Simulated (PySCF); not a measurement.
(1Z)-1-chloro-2-fluorobuta-1,3-diene (C4H4ClF), SMILES C=C/C(F)=C/Cl.

The structure is a stationary point at B3LYP-D3(BJ)/def2-SVP. Other conformers were not sampled.

These are CAM-B3LYP/def2-TZVP (PySCF) values and carry that method's errors.

Gas-phase values at a fixed geometry.

| Property | Result |
|---|---|
| total energy | -714.84518 hartree |
| point group | Cs |
| highest occupied level | -8.08 eV |
| lowest empty level | -0.27 eV |
| orbital gap | 7.82 eV |
| dipole moment | 2.35 D |
| quadrupole, principal values (traceless, Buckingham form, about the centre of nuclear charge) | -4.95, 1.82, 3.12 D·Å |
| mean static polarisability | 67.2 bohr³ (9.96 Å³) |
| polarisability, principal values | 37.0, 52.1, 112.6 bohr³ |
